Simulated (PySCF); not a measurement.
# Computed properties of cycl[3.3.3]borane (C12H9B), SMILES C1=C2B3C(=CC=CC3=CC=C2)C=C1

cycl[3.3.3]borane (C12H9B), SMILES B12C3C=CC=C2C=CC=C1C=CC=3. Geometry optimised at B3LYP-D3(BJ)/def2-SVP. The values are those of a single conformer. All values are computed for the isolated molecule unless a solvent is named; none is compared with measurement here.

**Structure.** The optimised structure has D3h symmetry. All 60 harmonic modes at B3LYP-D3(BJ)/def2-SVP (PySCF) are real, so it is a minimum. With heavy atoms numbered as in [CH:1]1=[CH:2][C:3]2=[CH:4][CH:5]=[CH:6][C:7]3=[CH:8][CH:9]=[CH:10][C:11](=[CH:12]1)[B:13]23, the shortest bond between them is C5–C6 at 1.407 Å and the longest C11–B13 at 1.508 Å.

**Vibrations.** The strongest infrared lines (harmonic, unscaled, degenerate partners summed) lie at 1628 cm⁻¹ (608 km/mol, C 85 %, H 10 %), 1570 cm⁻¹ (278 km/mol, C 78 %, H 13 %, B 8 %), 1419 cm⁻¹ (248 km/mol, C 78 %, B 20 %). The softest mode is at 147 cm⁻¹ and the zero-point energy is 108.5 kcal/mol.

**Electronic structure.** PBE0/def2-SVP (PySCF) places the frontier levels at -5.65 and -3.41 eV, a gap of 2.24 eV, and gives a dipole moment of 0.00 D and a mean polarisability of 157.2 bohr³. PBE/def2-SVP (PySCF) at the same geometry gives -4.88 and -3.97 eV, so its gap is 1.33 eV narrower. An orbital gap is neither the optical nor the fundamental gap.

**Excitations.** TDA-CAM-B3LYP/def2-SVP (PySCF) has S1 at 1.03 eV (1205 nm, f = 0.000, dark); the most intense of the 6 singlets computed lies at 3.80 eV (f = 0.61). Strengths of degenerate partners are summed. T1 (TDA) is at 0.84 eV, 0.19 eV under S1. TDA-PBE/def2-SVP (PySCF) puts S1 at 1.00 eV.

**NMR.** GIAO shifts at HF/pcSseg-1 (PySCF) (non-relativistic, atoms alike by connectivity averaged): ¹³C from 122.7 to 180.9 ppm against TMS; ¹H from 5.7 to 7.7 ppm against TMS; ¹¹B at 26.7 ppm against BF3.
